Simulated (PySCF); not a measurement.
# A PySCF run on MgSn⁻

State: ⁴Σ⁻ (quartet), unpaired electrons σ ↑, π ↑↑.

An equivalent input (the run itself took its basis sets from the Basis Set Exchange, started from a PBE0 density and held the occupation σ 9α 8β, πx 4α 3β, πy 4α 3β, δx 1α 1β, δy 1α 1β):

```python
from pyscf import gto, dft
mol = gto.M(atom='Mg 0 0 0; Sn 0 0 2.92', basis={'Mg': 'def2-SVPD', 'Sn': 'def2-SVPD'}, ecp={'Sn': 'def2-SVPD'},
            charge=-1, spin=3, verbose=4, symmetry='C2v')
mf = dft.UKS(mol, xc='R2SCAN')
mf.grids.atom_grid = (80, 434)
mf.grids.prune = dft.gen_grid.treutler_prune
mf.irrep_nelec = {'A1': (10, 9), 'A2': (1, 1), 'B1': (4, 3), 'B2': (4, 3)}
mf.conv_tol = 1e-9
mf.max_cycle = 60
mf.diis_space = 10
mf.kernel()
```

The log (some set-up lines and the per-cycle HOMO/LUMO lines removed):

```
******** <class 'pyscf.dft.uks_symm.SymAdaptedUKS'> ********
method = SymAdaptedUKS
damping factor = 0
level_shift factor = 0
DIIS = <class 'pyscf.scf.diis.CDIIS'>
diis_start_cycle = 1
diis_space = 10
diis_damp = 0
SCF conv_tol = 1e-09
SCF conv_tol_grad = None
SCF max_cycles = 60
number electrons alpha = 19  beta = 16
Set gradient conv threshold to 3.16228e-05
init E= -414.37793338478
cycle= 1 E= -414.378550542318  delta_E= -0.000617  |g|= 0.00882  |ddm|= 0.155
cycle= 2 E= -414.378221208742  delta_E= 0.000329  |g|= 0.0165  |ddm|= 0.0781
cycle= 3 E= -414.378701803445  delta_E= -0.000481  |g|= 0.00179  |ddm|= 0.0499
cycle= 4 E= -414.378704720412  delta_E= -2.92e-06  |g|= 0.000682  |ddm|= 0.00586
cycle= 5 E= -414.378705937669  delta_E= -1.22e-06  |g|= 0.000344  |ddm|= 0.00462
cycle= 6 E= -414.378706170438  delta_E= -2.33e-07  |g|= 5.1e-05  |ddm|= 0.00222
cycle= 7 E= -414.378706179251  delta_E= -8.81e-09  |g|= 2.03e-05  |ddm|= 0.000486
cycle= 8 E= -414.37870618056  delta_E= -1.31e-09  |g|= 2.91e-06  |ddm|= 0.000222
cycle= 9 E= -414.378706180595  delta_E= -3.54e-11  |g|= 8.08e-07  |ddm|= 4.79e-05
Extra cycle  E= -414.378706180597  delta_E= -2.22e-12  |g|= 6.39e-07  |ddm|= 1.09e-05
converged SCF energy = -414.378706180597  <S^2> = 3.768537  2S+1 = 4.0092578
```

Repeating this along the bond gives Re = 2.889 Å and ωe = 191 cm⁻¹.

A point of this curve took 0.69 CPU seconds beside 0.22 for the integrals, on AMD EPYC 7R43 64-Core (shared host).

Spin–orbit coupling is left out. The highest Kohn–Sham level is positive in this anion. Much of that is self-interaction error, but it also means that the finite basis helps to hold the extra electron. The state is the lowest determinant that a PBE0 search found; another state may lie lower at other levels.
